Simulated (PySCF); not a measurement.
## Fractional electron number in Sn⁻ (tin, charge -1)

The 5p alpha orbital of [Kr] 4d10 5s2 5p3 is emptied in steps (occupation f), with all orbitals relaxed, ending at [Kr] 4d10 5s2 5p2. Computed with PySCF 2.14 in aug-cc-pVTZ-PP with ECP28MDF, with a scalar-relativistic core potential. The exact energy is a straight line in f; departures are measured from the line between the end points of the same method.

```tsv
f	UHF (eV)	LDA (eV)	PBE (eV)	PBE0 (eV)	r2SCAN (eV)	LC-wPBE (eV)	BHandHLYP (eV)	BLYP (eV)	TPSS (eV)
1	0.000	0.000	0.000	0.000	0.000	0.000	0.000	0.000	0.000
0.9	0.054	-0.224	-0.219	-0.154	-0.209	0.030	-0.091	-0.219	-0.216
0.7	0.118	-0.538	-0.521	-0.366	-0.494	0.068	-0.217	-0.524	-0.514
0.5	0.132	-0.655	-0.632	-0.441	-0.593	0.080	-0.264	-0.639	-0.621
0.3	0.105	-0.562	-0.540	-0.375	-0.501	0.067	-0.226	-0.548	-0.527
0.1	0.042	-0.245	-0.234	-0.162	-0.216	0.029	-0.098	-0.239	-0.228
0	0.000	0.000	0.000	0.000	0.000	0.000	0.000	0.000	0.000
```

Task: For PBE, how does the orbital energy at f = 1 compare with the removal energy?

Result: −ε = -0.987 eV against a total-energy difference of 1.412 eV. By Janak's theorem ε = ∂E/∂f, so the gap between them reflects the curvature. Along the path −ε is -0.556 (f = 0.9), 0.367 (f = 0.7), 1.358 (f = 0.5), 2.401 (f = 0.3), 3.481 (f = 0.1) eV.

```csv
method,E(f=0) − E(f=1) (eV),−ε at f=1 (eV),−ε at f=0.5 (eV)
UHF,0.958,1.585,0.918
LDA,1.545,-0.910,1.473
PBE,1.412,-0.987,1.358
PBE0,1.409,-0.289,1.384
r2SCAN,1.508,-0.800,1.492
LC-wPBE,1.385,1.731,1.380
BHandHLYP,1.185,0.193,1.159
BLYP,1.196,-1.198,1.125
TPSS,1.373,-1.006,1.334
```

At f = 1 the orbital energy is positive for LDA, PBE, PBE0, r2SCAN, BLYP, TPSS: only the finite basis holds the electron.

Reference removal energy between the ground levels: 1.112 eV (measured; photodetachment measurements, as compiled on the Wikipedia data page of electron affinities). The calculation has no spin-orbit coupling. UHF lacks correlation.
